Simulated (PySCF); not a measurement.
H4OSiTe.
Atom-mapped SMILES: `[OH:1][SiH2:2][TeH:3]` (hydrogens: H4 on O1; H5, H6 on Si2; H7 on Te3)

Computed by this run: PySCF, PBE0-D3(BJ)/def2-SVP geometry optimisation, gas phase, def2 core potentials past Kr; density fitting, grid level 1; the optimiser is geomeTRIC in internal coordinates, started from a GFN2-xTB structure with every atom displaced at random (about 0.01 Å).

Step 8: E = -17274.9462 eV
```
atom  x, y, z in Å  |  force x, y, z in eV/Å
O1     -1.1128   -1.0299   -0.1476   -0.021   0.019  -0.017
Si2    -0.2628    0.4003   -0.0817   -0.008  -0.006   0.009
Te3     2.0821    0.0204   -0.8141   -0.002  -0.014  -0.001
H4     -2.0327   -0.9938    0.1365    0.030  -0.003   0.008
H5     -0.7945    1.4225   -1.0341    0.002  -0.001  -0.003
H6     -0.2767    0.9600    1.3037   -0.003   0.001  -0.001
H7      2.4313   -0.8085    0.5866    0.002   0.003   0.004
```

Step 9: E = -17274.9468 eV
```
atom  x, y, z in Å  |  force x, y, z in eV/Å
O1     -1.1162   -1.0247   -0.1559    0.000  -0.037  -0.036
Si2    -0.2644    0.4020   -0.0856    0.012   0.034   0.015
Te3     2.0841    0.0265   -0.8096   -0.006  -0.019  -0.005
H4     -2.0276   -1.0018    0.1530    0.000   0.011   0.020
H5     -0.7894    1.4262   -1.0394    0.002   0.003   0.003
H6     -0.2799    0.9575    1.3016   -0.011   0.005  -0.002
H7      2.4274   -0.8148    0.5852    0.002   0.003   0.005
```

Step 10: E = -17274.9478 eV
```
atom  x, y, z in Å  |  force x, y, z in eV/Å
O1     -1.1200   -1.0162   -0.1724    0.020  -0.094  -0.060
Si2    -0.2670    0.4068   -0.0921    0.037   0.075   0.019
Te3     2.0864    0.0346   -0.8025   -0.006  -0.022  -0.008
H4     -2.0130   -1.0165    0.1841   -0.035   0.023   0.039
H5     -0.7804    1.4349   -1.0478    0.001   0.005   0.009
H6     -0.2908    0.9553    1.2977   -0.018   0.009  -0.003
H7      2.4187   -0.8280    0.5821    0.001   0.004   0.004
```

Step 11: E = -17274.9496 eV
```
atom  x, y, z in Å  |  force x, y, z in eV/Å
O1     -1.1274   -0.9975   -0.2083    0.031  -0.151  -0.094
Si2    -0.2730    0.4204   -0.1060    0.075   0.117   0.025
Te3     2.0899    0.0496   -0.7864    0.004  -0.016  -0.014
H4     -1.9674   -1.0518    0.2536   -0.072   0.033   0.072
H5     -0.7605    1.4569   -1.0653   -0.008   0.002   0.013
H6     -0.3224    0.9558    1.2886   -0.025   0.010  -0.004
H7      2.3948   -0.8624    0.5730   -0.003   0.006   0.002
```

Q: Estimate the geometry and energy of step 12. (The exact step hangs on the optimiser's Hessian estimate; all steps are aligned on step 11, rigid shifts and turns removed.)

A: E = -17274.9509 eV, largest force 0.148 eV/Å
```
atom  x, y, z in Å  |  force x, y, z in eV/Å
O1     -1.1288   -0.9897   -0.2249    0.020  -0.122  -0.083
Si2    -0.2747    0.4286   -0.1122    0.064   0.089   0.017
Te3     2.0929    0.0566   -0.7781    0.002  -0.008  -0.007
H4     -1.9370   -1.0670    0.2882   -0.057   0.027   0.066
H5     -0.7528    1.4677   -1.0728   -0.009  -0.001   0.009
H6     -0.3450    0.9590    1.2834   -0.016   0.008  -0.002
H7      2.3793   -0.8843    0.5657   -0.004   0.006   0.000
```

The energy changes by -0.0013 eV. The first-order estimate −F·Δx gives -0.0010 eV and the mean of the old and new forces, exact on a quadratic surface, -0.0011 eV. The step makes an angle of 87° with the force vector and moves no atom by more than 0.048 Å.

What follows is the cost of the whole optimisation. On Intel Xeon Platinum 8488C, one thread (shared host), this took 33 s wall and 0.35 GiB of memory at its peak.
